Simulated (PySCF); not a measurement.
Molfile (atoms numbered from 1):
```
C5H16AlNOSi
     RDKit          3D

 25 25  0  0  0  0  0  0  0  0999 V2000
   -1.1969   -1.7173   -0.7715 C   0  0  0  0  0  0  0  0  0  0  0  0
   -0.9141   -0.5999    0.1383 N   0  0  0  0  0  0  0  0  0  0  0  0
   -1.5948   -0.8236    1.4192 C   0  0  0  0  0  0  0  0  0  0  0  0
   -1.4975    1.2665   -0.6205 Al  0  0  0  0  0  4  0  0  0  0  0  0
    0.1173    2.0690    0.2614 C   0  0  0  0  0  0  0  0  0  0  0  0
    0.7906    0.9327    1.0385 C   0  0  0  0  0  0  0  0  0  0  0  0
    0.5472   -0.4096    0.3535 C   0  0  2  0  0  0  0  0  0  0  0  0
    1.1308   -0.4556   -0.9077 O   0  0  0  0  0  0  0  0  0  0  0  0
    2.7221   -0.1133   -1.3039 Si  0  0  0  0  0  4  0  0  0  0  0  0
   -2.2815   -1.7701   -0.9365 H   0  0  0  0  0  0  0  0  0  0  0  0
   -0.6968   -1.5469   -1.7293 H   0  0  0  0  0  0  0  0  0  0  0  0
   -0.8511   -2.6733   -0.3394 H   0  0  0  0  0  0  0  0  0  0  0  0
   -2.6619   -0.9934    1.2310 H   0  0  0  0  0  0  0  0  0  0  0  0
   -1.5099    0.0583    2.0651 H   0  0  0  0  0  0  0  0  0  0  0  0
   -1.1712   -1.7014    1.9396 H   0  0  0  0  0  0  0  0  0  0  0  0
   -1.5044    1.1010   -2.2167 H   0  0  0  0  0  0  0  0  0  0  0  0
   -2.9353    1.4548    0.0814 H   0  0  0  0  0  0  0  0  0  0  0  0
   -0.0997    2.9154    0.9313 H   0  0  0  0  0  0  0  0  0  0  0  0
    0.7992    2.4567   -0.5142 H   0  0  0  0  0  0  0  0  0  0  0  0
    1.8866    1.0495    1.1463 H   0  0  0  0  0  0  0  0  0  0  0  0
    0.4172    0.8761    2.0730 H   0  0  0  0  0  0  0  0  0  0  0  0
    0.9181   -1.2580    0.9700 H   0  0  0  0  0  0  0  0  0  0  0  0
    2.8879   -0.5980   -2.6988 H   0  0  0  0  0  0  0  0  0  0  0  0
    3.6370   -0.8529   -0.3800 H   0  0  0  0  0  0  0  0  0  0  0  0
    3.0189    1.3457   -1.2207 H   0  0  0  0  0  0  0  0  0  0  0  0
  1  2  1  0
  2  3  1  0
  2  4  1  0
  4  5  1  0
  5  6  1  0
  6  7  1  0
  7  8  1  0
  8  9  1  0
  7  2  1  0
  1 10  1  0
  1 11  1  0
  1 12  1  0
  3 13  1  0
  3 14  1  0
  3 15  1  0
  4 16  1  0
  4 17  1  0
  5 18  1  0
  5 19  1  0
  6 20  1  0
  6 21  1  0
  7 22  1  1
  9 23  1  0
  9 24  1  0
  9 25  1  0
M  CHG  2   2   1   4  -1
M  END
```

Geometry: PBE0-D3(BJ)/def2-SVP; GIAO shifts from PySCF, gas phase, non-relativistic, averaged over equivalent atoms.

At PBE0/pcSseg-1 (247 basis functions, 51 s wall time on 1 thread of an Arm Neoverse V2, shared host):
```
      atoms  δ (ppm)
         C7     97.8
         C3     44.8
         C1     42.2
         C6     32.2
         C5     -2.3
         N2     67.6
        Al4     95.7
         O8     50.6
        Si9    -35.9
H23/H24/H25     4.87
        H16     4.15
        H17     4.09
        H22     3.65
H10/H11/H12     2.53
H13/H14/H15     2.21
        H20     2.04
        H21     1.83
        H19     0.33
        H18     0.11
```

Scale: ¹³C (σref 184.41) and ²⁹Si (σref 351.99) and ¹H (σref 31.27) vs TMS; NH3 for ¹⁵N (σref 265.67); ²⁷Al (σref 489.28) against AlH4-; H2O for ¹⁷O (σref 334.56) (reference shieldings calculated alike).

Question: Estimate the result of repeating the calculation with HF/pcSseg-1.

Answer: 
| atoms | δ at HF/pcSseg-1 | change |
| --- | --- | --- |
| C7 | 85.3 | -12.5 |
| C3 | 40.5 | -4.3 |
| C1 | 38.7 | -3.5 |
| C6 | 27.5 | -4.7 |
| C5 | -4.5 | -2.2 |
| N2 | 43.1 | -24.5 |
| Al4 | 77.0 | -18.7 |
| O8 | 22.0 | -28.6 |
| Si9 | -40.9 | -5.0 |
| H23/H24/H25 | 4.37 | -0.50 |
| H16 | 3.74 | -0.41 |
| H17 | 3.68 | -0.41 |
| H22 | 3.24 | -0.41 |
| H10/H11/H12 | 2.48 | -0.05 |
| H13/H14/H15 | 2.11 | -0.10 |
| H20 | 1.68 | -0.36 |
| H21 | 1.47 | -0.36 |
| H19 | 0.07 | -0.26 |
| H18 | -0.13 | -0.24 |

Chemical shifts δ = σref − σ; TMS for ¹³C (σ = 190.85 ppm), ²⁹Si (σ = 393.43 ppm), ¹H (σ = 31.69 ppm); ¹⁵N (σ = 265.72 ppm) vs NH3; AlH4- for ²⁷Al (σ = 516.24 ppm); ¹⁷O (σ = 333.31 ppm) against H2O, all at this level.

The largest change is at O8 (oxygen bonded to C, Si). Cost: 247 basis functions, 26 s wall time on 1 thread of an Arm Neoverse V2, shared host. The order of the carbon signals is the same at both levels.

Experimental scales use liquid or dissolved standards, which lie at an offset from isolated NH3 (liquid NH3: subtract about 20 ppm) and H2O (liquid H2O: subtract about 36 ppm).
